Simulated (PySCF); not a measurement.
An unknown is described by computed data only.

Formula: C7H11N.

| Property | Result |
| --- | --- |
| 13C NMR | chemical shifts (computed TMS as zero) by class: 176.8 (1 C), 161.9 (1 C), 114.1 (1 C), 54.1 (1 C), 40.7 (1 C), 28.9 (1 C), 23.1 (1 C) ppm [GIAO PBE0/pcSseg-1] |
| Triplet | lowest triplet excitation (Tamm–Dancoff): 4.38 eV [TDA wB97X-D/def2-SVPD] |
| Dipole | 2.28 D [wB97X-D/def2-SVPD] |
| 1H NMR | chemical shifts (computed TMS as zero) by class: 10.88 (1 H), 7.70 (1 H), 5.28 (1 H), 5.26 (1 H), 3.20 (1 H), 2.83 (1 H), 2.75 (1 H), 2.75 (1 H), 2.12 (1 H), 1.65 (1 H), 1.52 (1 H) ppm [GIAO PBE0/pcSseg-1] |
| NMR, other nuclei | isotropic shieldings of nuclei other than C and H, by class: -98 (1 N) ppm [GIAO PBE0/pcSseg-1] |
| UV, first state | lowest singlet excitation: 5.24 eV (237 nm, f = 0.003) [TDDFT wB97X-D/def2-SVPD] |
| UV, strongest line | among the 8 lowest singlet transitions: S2 at 6.84 eV (181 nm, f = 0.331) [TDDFT wB97X-D/def2-SVPD] |
| Polarisability | 88.1 au [wB97X-D/def2-SVPD] |
| Rotational structure | rotational constants A, B, C: 4.270, 1.208, 1.019 GHz [GFN2-xTB] |

Gas-phase values; electronic properties from PySCF, density fitting. Levels stand in brackets. Geometry: GFN2-xTB, one conformer, isolated molecule. Each NMR value is the plain mean over a class of atoms that symmetry, rotation or inversion makes alike.

Q: Give a SMILES that accounts for the data.

A: Numbering: `[H]/[N:8]=[CH:7]\[CH2:6][C@@H:5]1[C:2](=[CH2:1])[CH2:3][CH2:4]1`. Its formula, C7H11N, gives 3 degrees of unsaturation: 1 ring and 2 π bonds in the structure found. 7 carbons fall into 7 classes; from least to most shielded: imine carbon [C7] (176.8 ppm), fully substituted alkene carbon [C2] (161.9 ppm), terminal =CH2 carbon [C1] (114.1 ppm), chain CH2 carbon [C6] (54.1 ppm), allylic carbon [C5] (40.7 ppm), allylic carbon [C3] (28.9 ppm), four-membered-ring carbon [C4] (23.1 ppm). Hydrogen classes from least to most shielded: 1 H on an imine nitrogen, N8 (10.88 ppm), 1 H on an imine carbon, C7 (7.70 ppm), 1 H on a terminal =CH2 carbon, C1 (5.28 ppm), 1 H on a terminal =CH2 carbon, C1 (5.26 ppm), 1 H on an allylic carbon, C5 (3.20 ppm), 1 H on an allylic carbon, C3 (2.83 ppm), 1 H on an allylic carbon, C3 (2.75 ppm), 1 H on a chain CH2 carbon, C6 (2.75 ppm), 1 H on a four-membered-ring carbon, C4 (2.12 ppm), 1 H on a chain CH2 carbon, C6 (1.65 ppm), 1 H on a four-membered-ring carbon, C4 (1.52 ppm). The other shieldings belong to: -98 ppm, imine nitrogen [N8]. The optimised geometry has point group C1 and is an asymmetric top. Structure: `[H]/N=C\C[C@H]1CCC1=C`. Computed isomers that give other values at the same levels: `C=C/N=C/C(=C)CC` (lowest singlet excitation: 4.24 eV (293 nm, f = 0.001)); `C=C(C)[C@H]1C=NCC1` (13C chemical shifts (computed TMS as zero) by class: 171.6 (1 C), 160.3 (1 C), 116.4 (1 C), 66.2 (1 C), 58.9 (1 C), 35.2 (1 C), 28.7 (1 C) ppm); `C=N[C@@H]1CC[C@@H]2C[C@@H]21` (13C chemical shifts (computed TMS as zero) by class: 152.4 (1 C), 77.6 (1 C), 33.6 (1 C), 31.7 (1 C), 29.2 (1 C), 22.8 (1 C), 7.8 (1 C) ppm). The assignments are read from this structure; whether some other isomer fits the data as well wasn't checked. The mirror image fits equally.

Conformer computed: `[H]/[N:8]=[CH:7]\[CH2:6][C@@H:5]1[C:2](=[CH2:1])[CH2:3][CH2:4]1`: C4–C5–C6–C7 71°, C5–C6–C7–N8 -127°.
